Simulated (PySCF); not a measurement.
# Correlation energy of Ar⁶⁺ (argon, charge +6)

[Ne] 3s2, closed-shell 1S. Computed with PySCF 2.14 in an uncontracted even-tempered set (19 s from 0.25 bohr⁻², ratio 2.5; 12 p from 0.33 bohr⁻², ratio 2.5; 5 d from 1.6 bohr⁻², ratio 2.7; 5 f from 2.3 bohr⁻², ratio 2.7), with the spin-free X2C one-electron Hamiltonian (Gaussian nucleus). Frozen: 1s2; 10 electrons correlated; the 22 highest virtual orbitals of each spin left out.

| level | correlation energy (mhartree) |
| --- | --- |
| CCSD | -379.50 |
| (T) | -2.92 |
| CCSD(T) | -382.42 |

Diagnostics: T1 = 0.0024, D1 = 0.0075, largest double amplitude 0.099.

Question: Is a single reference adequate?

Answer: Mostly. T1 lies below 0.03, but a double amplitude of this size points to a near-degeneracy that CCSD handles and MP2 describes poorly.
